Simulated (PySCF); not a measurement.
Energy profile

The step: SiH₂ClF ([F][SiH2][Cl]) + H₂ → SiH₃Cl ([SiH3][Cl]) + HF; bonds formed: Si1–H7, F2–H6; bonds broken: Si1–F2, H6–H7 (atoms numbered as in the saddle structure below).

```xyz
7
angstrom
Si -0.2630 -0.2565 -0.2324
F 0.3962 0.3590 1.4744
H -0.2628 -0.3214 -1.7186
H -0.1364 -1.6423 0.2501
Cl -2.0417 0.7032 0.0884
H 1.0984 0.6116 0.5624
H 1.2092 0.5465 -0.4243
```

Electronic energies by CCSD(T) at an estimated basis limit (MP2 extrapolated from triple and quadruple zeta, plus CCSD(T) − MP2 in triple zeta), on PBE0-D4/def2-TZVP structures; SiH4ClF, closed shell; no counterpoise correction. Computed with PySCF 2.14 with density fitting (its default auxiliary sets; JK sets also for MP2 and CCSD(T)) (basis: def2-TZVPP and def2-QZVPP); correlated methods freeze the cores. Extrapolation: Hartree–Fock as exp(−7.88 √X), correlation as X^−2.97.

Task: Give the profile in kcal/mol, counted from the separated reactants. (To be estimated.)

Result: Computed:
```tsv
point	kcal/mol
separated: SiH2ClF (linked as [F][SiH2][Cl]; Si1, F2, H3, H4, Cl5; singlet) + H2 (H6, H7; singlet)	0.00
start structure	-0.45
saddle	62.92
end structure	25.07
separated: SiH3Cl (linked as [SiH3][Cl]; Si1, H3, H4, Cl5, H7; singlet) + HF (F2, H6; singlet)	28.32
```

T1 diagnostic: at most 0.012.

For scale, one of the runs: CCSD(T)/def2-TZVPP, 171 basis functions, launched by `OMP_NUM_THREADS=4 python run.py`. Hardware: 4 CPU threads of an Arm Neoverse V1, shared host. Wall time 3.1 min; peak host memory 1.5 GiB.
